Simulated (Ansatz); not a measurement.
Compare A (`C[CH2][Mg][O]C`) with its isomer B (`C[CH](C)[Mg][OH]`).

Computed with Ansatz on PBE0-D4/def2-TZVP structures; ΔE is electronic, products minus reactants. CCSD(T)/CBS adds triple-zeta CCSD(T) − MP2 to the extrapolated MP2 energy (def2 sets, frozen cores). DFT in def2-TZVPP. B3LYP here is the variant with VWN-RPA as its local correlation; programs differ in this. For Mg outer-core shells are correlated without core-valence functions, which leaves a few kJ/mol of doubt a bond. Each species was taken in one conformer, which may not be the lowest.

A:

```xyz
13

C     0.3458   -1.0431   -2.4843
C     0.2314   -1.5692   -1.0522
Mg   -0.0378   -0.1417    0.4508
O    -0.2658    1.0607    1.7274
C    -0.4429    1.9978    2.7179
H     1.1925   -0.3606   -2.6055
H    -0.5476   -0.4917   -2.7927
H     0.4852   -1.8487   -3.2154
H    -0.5994   -2.2826   -0.9858
H     1.1257   -2.1526   -0.8002
H    -0.5376    1.5325    3.7104
H     0.4013    2.7014    2.7726
H    -1.3509    2.5980    2.5570
```

B:

```xyz
13

C     0.8647    0.9365    0.9645
C     0.4544   -0.2585    0.1064
C    -0.3693   -1.2472    0.9291
Mg   -0.4913    0.3050   -1.6894
O    -1.2752    0.7724   -3.2003
H     1.5324    1.6256    0.4382
H    -0.0014    1.5192    1.2976
H     1.3898    0.6153    1.8766
H     1.3747   -0.7735   -0.2042
H    -0.6075   -2.1615    0.3767
H    -1.3199   -0.8141    1.2597
H     0.1642   -1.5538    1.8413
H    -1.7156    1.0346   -3.9961
```

(1) Which is lower in electronic energy at CCSD(T)/CBS, and by how much? (Estimate.)

(2) Give E(B) − E(A) in kcal/mol with r2SCAN-D4, B3LYP-D4, PBE0-D4, B3LYP, HF/def2-TZVPP, MP2/def2-TZVPP, ωB97M-V. (Estimate.)

Largest T1 diagnostic: 0.010.

Results:

(1) The calculation gave: B, by 11.4 kcal/mol.

(2) Ansatz gave: r2SCAN-D4 -10.2, B3LYP-D4 -9.3, PBE0-D4 -10.4, B3LYP -8.2, HF/def2-TZVPP -6.9, MP2/def2-TZVPP -12.8, ωB97M-V -10.6. None reverses the order clearly.

The D4 term adds −1.1 kcal/mol with B3LYP and −0.6 kcal/mol with PBE0; it sums over pairs of atoms, weighted by their polarisabilities, and B3LYP, whose exchange is more repulsive, gets the larger term. In def2-TZVPP, CCSD(T) changes the Hartree–Fock value by −4.2 kcal/mol (the triples alone add −0.4 kcal/mol) and MP2 by −5.9 kcal/mol.
